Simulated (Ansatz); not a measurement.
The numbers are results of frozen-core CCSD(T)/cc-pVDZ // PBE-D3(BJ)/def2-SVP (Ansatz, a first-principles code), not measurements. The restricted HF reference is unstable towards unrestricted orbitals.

Ansatz 0.2 input:
```yaml
crystal:
  periodic: [false, false, false]
  atoms:
    - { symbol: B, position_ang: [3.108099, -2.097213, -0.232989] }
    - { symbol: C, position_ang: [1.814798, -1.236831, -0.122512] }
    - { symbol: C, position_ang: [1.881649, 0.187885, 0.05144] }
    - { symbol: C, position_ang: [0.731326, 0.966394, 0.150322] }
    - { symbol: Si, position_ang: [0.868422, 2.842561, 0.378068] }
    - { symbol: C, position_ang: [-0.528366, 0.283381, 0.070764] }
    - { symbol: C, position_ang: [-1.78763, 0.943728, 0.154984] }
    - { symbol: C, position_ang: [-2.973988, 0.228378, 0.071308] }
    - { symbol: C, position_ang: [-2.959068, -1.183797, -0.100739] }
    - { symbol: C, position_ang: [-1.754675, -1.860296, -0.186808] }
    - { symbol: C, position_ang: [-0.513211, -1.154776, -0.104737] }
    - { symbol: N, position_ang: [0.632005, -1.878719, -0.19687] }
    - { symbol: H, position_ang: [4.19836, -1.557098, -0.172081] }
    - { symbol: H, position_ang: [3.024173, -3.298467, -0.378964] }
    - { symbol: H, position_ang: [2.878313, 0.654157, 0.105266] }
    - { symbol: H, position_ang: [0.201771, 3.281893, 1.653976] }
    - { symbol: H, position_ang: [0.212738, 3.573841, -0.762433] }
    - { symbol: H, position_ang: [2.327522, 3.194941, 0.427237] }
    - { symbol: H, position_ang: [-1.817008, 2.036875, 0.288568] }
    - { symbol: H, position_ang: [-3.936754, 0.757378, 0.138547] }
    - { symbol: H, position_ang: [-3.91001, -1.733829, -0.164836] }
    - { symbol: H, position_ang: [-1.698467, -2.950384, -0.319768] }
basis:
  gaussian: { orbitals: cc-pVDZ }
correlation:
  method: ccsd_t
```

Output:

```
Functional definition: HF
2071 factors; integrals over basis functions are off by at most 1.1e-3 eV
mean field evaluation 1: about -19442.3595 eV, gradient 3.8e1 eV
mean field evaluation 2: about -19442.9051 eV, gradient 3.8e1 eV
mean field evaluation 4: about -19448.2347 eV, gradient 6.5e0 eV
mean field evaluation 8: about -19448.3582 eV, gradient 4.2e-1 eV
mean field evaluation 16: about -19448.3606 eV, gradient 2.7e-6 eV
mean field evaluation 32: about -19439.1206 eV, gradient 2.1e0 eV
mean field -19448.36058159 eV, -714.7140688013 hartree, gradient 2.7e-6 eV, S^2 0.000000; 0 other end points of the search recorded, 0 dependent functions left out; unrestricted orbitals would lower it
16 core orbitals not correlated
reference -19448.36058159 eV, -714.7140688013 hartree; 29, 29 occupied and 177, 177 virtual orbitals, 2071 factors
second order -41.07770866 eV of doubles, -0.00000000 eV of singles
cycle   1  -41.30499473 eV  change   -2.3e-1 eV  update   1.8e-1
cycle   2  -42.66172075 eV  change    -1.4e0 eV  update   5.9e-2
cycle   3  -42.97736722 eV  change   -3.2e-1 eV  update   2.5e-2
cycle   4  -42.98010289 eV  change   -2.7e-3 eV  update   7.8e-3
cycle   5  -42.98184036 eV  change   -1.7e-3 eV  update   3.8e-3
cycle   6  -42.98355763 eV  change   -1.7e-3 eV  update   1.2e-3
cycle   7  -42.98336343 eV  change    1.9e-4 eV  update   4.6e-4
cycle   8  -42.98328058 eV  change    8.3e-5 eV  update   1.8e-4
cycle   9  -42.98336104 eV  change   -8.0e-5 eV  update   8.1e-5
cycle  10  -42.98336285 eV  change   -1.8e-6 eV  update   4.1e-5
perturbative correction -2.02878877 eV, -0.0745566120 hartree
Total energy: -19493.37273321 eV, -716.3682348628 hartree
```

Cost: around 19 core-minutes (rough).
